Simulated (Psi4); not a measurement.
Calculation: SAPT0/jun-cc-pVDZ, frozen core (Psi4).

Psi4 input:

```
molecule {
0 1
O -0.00206665 0.38959610 0.00000000
H 0.76604370 -0.19073940 -0.00000000
H -0.76397705 -0.19885669 0.00000000
--
0 1
C 3.93013712 2.24195811 1.07147901
C 3.75424562 1.07518860 1.88382388
C 3.44122142 0.06694144 1.03416194
O 3.40957789 0.52182207 -0.24879463
C 3.70989052 1.84916647 -0.20668733
H 4.18569541 3.23461232 1.40068434
H 3.84940817 1.00381422 2.95382584
H 3.22226698 -0.97692341 1.17015794
H 3.72524491 2.35967477 -1.15285701
units angstrom
symmetry c1
no_reorient
no_com
}
set basis jun-cc-pvdz
set scf_type df
set freeze_core true
energy('sapt0')
```

Part of the output:

```
    SAPT Results
  --------------------------------------------------------------------------------------------------------
    Electrostatics                 -0.14994699 [mEh]      -0.09409316 [kcal/mol]      -0.39368578 [kJ/mol]
      Elst10,r                     -0.14994699 [mEh]      -0.09409316 [kcal/mol]      -0.39368578 [kJ/mol]

    Exchange                        1.24216724 [mEh]       0.77947171 [kcal/mol]       3.26130963 [kJ/mol]
      Exch10                        1.24216724 [mEh]       0.77947171 [kcal/mol]       3.26130963 [kJ/mol]
      Exch10(S^2)                   1.24134761 [mEh]       0.77895739 [kcal/mol]       3.25915771 [kJ/mol]

    Induction                      -0.42354509 [mEh]      -0.26577856 [kcal/mol]      -1.11201748 [kJ/mol]
      Ind20,r                      -0.61642244 [mEh]      -0.38681092 [kcal/mol]      -1.61841690 [kJ/mol]
      Exch-Ind20,r                  0.28074499 [mEh]       0.17617014 [kcal/mol]       0.73709586 [kJ/mol]
      delta HF,r (2)               -0.08786763 [mEh]      -0.05513777 [kcal/mol]      -0.23069644 [kJ/mol]

    Dispersion                     -1.34386075 [mEh]      -0.84328535 [kcal/mol]      -3.52830591 [kJ/mol]
      Disp20                       -1.43630503 [mEh]      -0.90129502 [kcal/mol]      -3.77101835 [kJ/mol]
      Exch-Disp20                   0.09244428 [mEh]       0.05800966 [kcal/mol]       0.24271244 [kJ/mol]
      Disp20 (SS)                  -0.71815252 [mEh]      -0.45064751 [kcal/mol]      -1.88550917 [kJ/mol]
      Disp20 (OS)                  -0.71815252 [mEh]      -0.45064751 [kcal/mol]      -1.88550917 [kJ/mol]
      Exch-Disp20 (SS)              0.05510622 [mEh]       0.03457968 [kcal/mol]       0.14468137 [kJ/mol]
      Exch-Disp20 (OS)              0.03733806 [mEh]       0.02342999 [kcal/mol]       0.09803107 [kJ/mol]

  Total HF                          0.66867516 [mEh]       0.41959999 [kcal/mol]       1.75560638 [kJ/mol]
  Total SAPT0                      -0.67518559 [mEh]      -0.42368536 [kcal/mol]      -1.77269953 [kJ/mol]
```
